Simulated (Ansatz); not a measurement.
Geometry optimisation of `Sc1ccc(-c2ccc(-c3ccc(S)cc3)cc2)cc1` with charge -1.

```yaml
crystal:
  periodic: [false, false, false]
  atoms:
    - {symbol: S, position_ang: [7.530936, -0.343277, -0.130681]}
    - {symbol: C, position_ang: [5.763107, -0.214221, -0.064204]}
    - {symbol: C, position_ang: [5.003540, -1.313321, -0.519108]}
    - {symbol: C, position_ang: [3.607200, -1.265947, -0.494203]}
    - {symbol: C, position_ang: [2.912075, -0.131278, -0.016288]}
    - {symbol: C, position_ang: [1.432207, -0.086160, 0.006702]}
    - {symbol: C, position_ang: [0.661539, -0.736597, -0.984171]}
    - {symbol: C, position_ang: [-0.735073, -0.690693, -0.964933]}
    - {symbol: C, position_ang: [-1.434043, 0.007883, 0.046126]}
    - {symbol: C, position_ang: [-2.913747, 0.060062, 0.064394]}
    - {symbol: C, position_ang: [-3.663194, 0.075255, -1.133488]}
    - {symbol: C, position_ang: [-5.060584, 0.128240, -1.124183]}
    - {symbol: C, position_ang: [-5.764276, 0.165000, 0.097275]}
    - {symbol: S, position_ang: [-7.533474, 0.235234, 0.203407]}
    - {symbol: C, position_ang: [-5.030858, 0.149516, 1.302996]}
    - {symbol: C, position_ang: [-3.634584, 0.099286, 1.280103]}
    - {symbol: C, position_ang: [-0.663408, 0.656505, 1.038216]}
    - {symbol: C, position_ang: [0.733209, 0.610871, 1.018798]}
    - {symbol: C, position_ang: [3.687475, 0.959937, 0.436305]}
    - {symbol: C, position_ang: [5.085314, 0.926313, 0.413630]}
    - {symbol: H, position_ang: [7.793387, 0.886484, 0.391593]}
    - {symbol: H, position_ang: [5.513003, -2.217241, -0.885983]}
    - {symbol: H, position_ang: [3.039749, -2.146814, -0.829281]}
    - {symbol: H, position_ang: [1.169814, -1.274908, -1.798305]}
    - {symbol: H, position_ang: [-1.300436, -1.225434, -1.743000]}
    - {symbol: H, position_ang: [-3.138914, 0.073436, -2.100749]}
    - {symbol: H, position_ang: [-5.608989, 0.151721, -2.078246]}
    - {symbol: H, position_ang: [-7.767427, 0.220861, -1.137869]}
    - {symbol: H, position_ang: [-5.561130, 0.167059, 2.267196]}
    - {symbol: H, position_ang: [-3.088705, 0.060685, 2.234504]}
    - {symbol: H, position_ang: [-1.170968, 1.225055, 1.831985]}
    - {symbol: H, position_ang: [1.297808, 1.113025, 1.818826]}
    - {symbol: H, position_ang: [3.184599, 1.872475, 0.789809]}
    - {symbol: H, position_ang: [5.654838, 1.800998, 0.762849]}
basis:
  gaussian: {orbitals: def2-SVP}
total_charge: -1
magnetization: {spin_polarized: true, initial_magnetization: 1}
hamiltonian: {xc: pbe, dispersion: d4}
scf: {lower_state_search: "off"}
output: {orbitals: {seedname: orbitals}}
relax: {f_tol: 0.03, max_steps: 70}
```

```sh
$ ansatz run in.yaml --threads 2 --pin off --events-out ev --progress --plain --max-ram 32768MiB --backend cuda --devices 0, --max-vram 18GiB
```

Output, abridged:

```
Functional definition: PBE
mean field -40511.89614966 eV, -1488.7847235504 hartree, gradient 5.0e-6 eV, S^2 0.752354; 0 other end points of the search recorded, 0 dependent functions left out
relax step   1: F+E_penalty+E_count = -40513.29934274 eV  Δ(F+E_penalty+E_count) = +0.000e0 eV  max|allowed force component| = 1.472e0 eV/Å  Δτ_max = 0.0000 Å  (29 SCF iters, accepted)
mean field -40511.99674398 eV, -1488.7884203237 hartree, gradient 2.9e-6 eV, S^2 0.752583; 0 other end points of the search recorded, 0 dependent functions left out
relax step   2: F+E_penalty+E_count = -40513.39432475 eV  Δ(F+E_penalty+E_count) = -9.498e-2 eV  max|allowed force component| = 8.065e-1 eV/Å  Δτ_max = 0.0800 Å  (27 SCF iters, accepted)
mean field -40512.05126961 eV, -1488.7904241035 hartree, gradient 2.6e-6 eV, S^2 0.752947; 0 other end points of the search recorded, 0 dependent functions left out
relax step   3: F+E_penalty+E_count = -40513.44386160 eV  Δ(F+E_penalty+E_count) = -4.954e-2 eV  max|allowed force component| = 2.960e-1 eV/Å  Δτ_max = 0.1924 Å  (28 SCF iters, accepted)
mean field -40512.10090444 eV, -1488.7922481500 hartree, gradient 1.1e-6 eV, S^2 0.752769; 0 other end points of the search recorded, 0 dependent functions left out
relax step   4: F+E_penalty+E_count = -40513.49599050 eV  Δ(F+E_penalty+E_count) = -5.213e-2 eV  max|allowed force component| = 2.564e-1 eV/Å  Δτ_max = 0.1895 Å  (31 SCF iters, accepted)
mean field -40512.12257160 eV, -1488.7930444033 hartree, gradient 8.7e-7 eV, S^2 0.752581; 0 other end points of the search recorded, 0 dependent functions left out
relax step   5: F+E_penalty+E_count = -40513.51731484 eV  Δ(F+E_penalty+E_count) = -2.132e-2 eV  max|allowed force component| = 9.850e-1 eV/Å  Δτ_max = 0.1939 Å  (32 SCF iters, accepted)
mean field -40512.18543833 eV, -1488.7953547130 hartree, gradient 1.2e-6 eV, S^2 0.752480; 0 other end points of the search recorded, 0 dependent functions left out
relax step   6: F+E_penalty+E_count = -40513.57961063 eV  Δ(F+E_penalty+E_count) = -6.230e-2 eV  max|allowed force component| = 6.286e-1 eV/Å  Δτ_max = 0.1693 Å  (27 SCF iters, accepted)
mean field -40512.23502913 eV, -1488.7971771412 hartree, gradient 1.4e-6 eV, S^2 0.752326; 0 other end points of the search recorded, 0 dependent functions left out
relax step   7: F+E_penalty+E_count = -40513.63128829 eV  Δ(F+E_penalty+E_count) = -5.168e-2 eV  max|allowed force component| = 2.112e-1 eV/Å  Δτ_max = 0.2000 Å  (26 SCF iters, accepted)
mean field -40512.27207546 eV, -1488.7985385689 hartree, gradient 1.3e-6 eV, S^2 0.752208; 0 other end points of the search recorded, 0 dependent functions left out
relax step   8: F+E_penalty+E_count = -40513.66683184 eV  Δ(F+E_penalty+E_count) = -3.554e-2 eV  max|allowed force component| = 1.082e-1 eV/Å  Δτ_max = 0.2000 Å  (27 SCF iters, accepted)
mean field -40512.29401502 eV, -1488.7993448328 hartree, gradient 1.5e-6 eV, S^2 0.752156; 0 other end points of the search recorded, 0 dependent functions left out
relax step   9: F+E_penalty+E_count = -40513.68863129 eV  Δ(F+E_penalty+E_count) = -2.180e-2 eV  max|allowed force component| = 5.296e-2 eV/Å  Δτ_max = 0.2000 Å  (27 SCF iters, accepted)
mean field -40512.28522667 eV, -1488.7990218669 hartree, gradient 1.4e-6 eV, S^2 0.752108; 0 other end points of the search recorded, 0 dependent functions left out
relax step  10: F+E_penalty+E_count = -40513.67939634 eV  Δ(F+E_penalty+E_count) = +9.235e-3 eV  max|allowed force component| = 5.266e-1 eV/Å  Δτ_max = 0.1951 Å  (27 SCF iters, rejected (line search))
mean field -40512.29781115 eV, -1488.7994843381 hartree, gradient 6.9e-7 eV, S^2 0.752133; 0 other end points of the search recorded, 0 dependent functions left out
relax step  11: F+E_penalty+E_count = -40513.69231083 eV  Δ(F+E_penalty+E_count) = -3.680e-3 eV  max|allowed force component| = 7.423e-2 eV/Å  Δτ_max = 0.0975 Å  (26 SCF iters, accepted)
mean field -40512.30308387 eV, -1488.7996781068 hartree, gradient 9.2e-7 eV, S^2 0.752143; 0 other end points of the search recorded, 0 dependent functions left out
relax step  12: F+E_penalty+E_count = -40513.69752291 eV  Δ(F+E_penalty+E_count) = -5.212e-3 eV  max|allowed force component| = 1.077e-2 eV/Å  Δτ_max = 0.0752 Å  (26 SCF iters, accepted)
mean field -40512.30386786 eV, -1488.7997069179 hartree, gradient 3.0e-6 eV, S^2 0.752139; 0 other end points of the search recorded, 0 dependent functions left out
relax step  13: F+E_penalty+E_count = -40513.69827013 eV  Δ(F+E_penalty+E_count) = -7.472e-4 eV  max|allowed force component| = 7.708e-2 eV/Å  Δτ_max = 0.0577 Å  (23 SCF iters, accepted)
mean field -40512.23282874 eV, -1488.7970962785 hartree, gradient 1.2e-6 eV, S^2 0.752047; 0 other end points of the search recorded, 0 dependent functions left out
relax step  14: F+E_penalty+E_count = -40513.63174164 eV  Δ(F+E_penalty+E_count) = +6.653e-2 eV  max|allowed force component| = 8.177e-1 eV/Å  Δτ_max = 0.0254 Å  (27 SCF iters, rejected (line search))
mean field -40512.30431590 eV, -1488.7997233830 hartree, gradient 2.6e-6 eV, S^2 0.752143; 0 other end points of the search recorded, 0 dependent functions left out
relax step  15: F+E_penalty+E_count = -40513.69882207 eV  Δ(F+E_penalty+E_count) = -5.519e-4 eV  max|allowed force component| = 3.382e-3 eV/Å  Δτ_max = 0.0120 Å  (23 SCF iters, accepted)
Total energy: -40513.69887866 eV, -1488.8509726193 hartree
Atom 0 at     7.594672    -0.245867     0.144251 Å, force    -0.001316     0.001769    -0.001582 eV/Å
Atom 1 at     5.812811    -0.174790     0.094516 Å, force     0.003354    -0.000144    -0.000066 eV/Å
Atom 2 at     5.070014    -0.996505    -0.789534 Å, force    -0.000352    -0.000277    -0.000806 eV/Å
Atom 3 at     3.678094    -0.960370    -0.806411 Å, force     0.000679    -0.000237    -0.000503 eV/Å
Atom 4 at     2.920756    -0.106429     0.060660 Å, force    -0.000757     0.001105    -0.000958 eV/Å
Atom 5 at     1.465348    -0.072930     0.043780 Å, force     0.002519    -0.001893    -0.000025 eV/Å
Atom 6 at     0.688887    -0.732060    -0.962733 Å, force    -0.001696    -0.000613    -0.000136 eV/Å
Atom 7 at    -0.698432    -0.703119    -0.977165 Å, force     0.001239    -0.000850    -0.000710 eV/Å
Atom 8 at    -1.467539    -0.020595     0.019305 Å, force    -0.002538    -0.000622     0.001679 eV/Å
Atom 9 at    -2.923293    -0.001845     0.012339 Å, force     0.000745     0.001258    -0.000662 eV/Å
Atom 10 at    -3.691893    -0.493590    -1.093064 Å, force     0.000092    -0.001158    -0.000538 eV/Å
Atom 11 at    -5.084331    -0.476917    -1.100521 Å, force     0.000775    -0.000937    -0.000773 eV/Å
Atom 12 at    -5.816106     0.034404     0.000033 Å, force    -0.003382     0.000115     0.000083 eV/Å
Atom 13 at    -7.599993     0.019109     0.008434 Å, force     0.001422     0.002119    -0.001028 eV/Å
Atom 14 at    -5.081194     0.521160     1.109752 Å, force     0.000337     0.000635     0.000579 eV/Å
Atom 15 at    -3.688795     0.505459     1.112903 Å, force    -0.000636     0.000402     0.000398 eV/Å
Atom 16 at    -0.691059     0.639320     1.025290 Å, force     0.001661    -0.000151     0.000653 eV/Å
Atom 17 at     0.696459     0.618781     1.034063 Å, force    -0.001258     0.000398     0.001054 eV/Å
Atom 18 at     3.696955     0.708314     0.948454 Å, force    -0.000090     0.000074     0.001278 eV/Å
Atom 19 at     5.089042     0.676545     0.966036 Å, force    -0.000788     0.000400     0.001146 eV/Å
Atom 20 at     7.890094     0.711223    -0.801587 Å, force    -0.000215    -0.000496     0.000047 eV/Å
Atom 21 at     5.611953    -1.677204    -1.465312 Å, force    -0.000386     0.000737    -0.000839 eV/Å
Atom 22 at     3.149732    -1.632845    -1.498164 Å, force     0.000431     0.000891    -0.000397 eV/Å
Atom 23 at     1.200866    -1.275187    -1.771580 Å, force    -0.000021    -0.000639     0.000275 eV/Å
Atom 24 at    -1.216223    -1.244823    -1.783249 Å, force     0.000123    -0.000645     0.000365 eV/Å
Atom 25 at    -3.172766    -0.883613    -1.980923 Å, force    -0.000111    -0.000601     0.000568 eV/Å
Atom 26 at    -5.635428    -0.858876    -1.974641 Å, force     0.000114    -0.000497    -0.000407 eV/Å
Atom 27 at    -7.843782     1.263788    -0.529388 Å, force     0.000202    -0.000251     0.000479 eV/Å
Atom 28 at    -5.630020     0.909315     1.982593 Å, force     0.000437     0.001042    -0.000357 eV/Å
Atom 29 at    -3.167521     0.876984     2.007417 Å, force    -0.000398     0.000716    -0.000695 eV/Å
Atom 30 at    -1.202594     1.201226     1.821490 Å, force     0.000001    -0.000491     0.000486 eV/Å
Atom 31 at     1.213901     1.145432     1.850285 Å, force    -0.000143    -0.000589     0.000438 eV/Å
Atom 32 at     3.184950     1.401260     1.632254 Å, force     0.000079    -0.000752     0.000348 eV/Å
Atom 33 at     5.646422     1.325255     1.660436 Å, force    -0.000127     0.000185     0.000607 eV/Å
Dipole moment:     0.006085     0.258030    -0.173870 e Å
Checks for a lower state left out: stability, starts, cluster_reference, orbital_swaps, neighbouring_geometries, increment
```

Hardware: 2 threads of AMD EPYC 7R13 on a shared host and a share (18 GiB) of an NVIDIA H100 80GB HBM3. Wall time 62 s.

The highest occupied level of the relaxed charge -1 doublet lies above zero (up to 0.67 eV). By energy differences its removal costs 0.71 eV (each at its own geometry, to the charge 0 singlet, at PBE0-D4/def2-TZVP). The relaxation made no stability test and no search for a lower SCF solution.
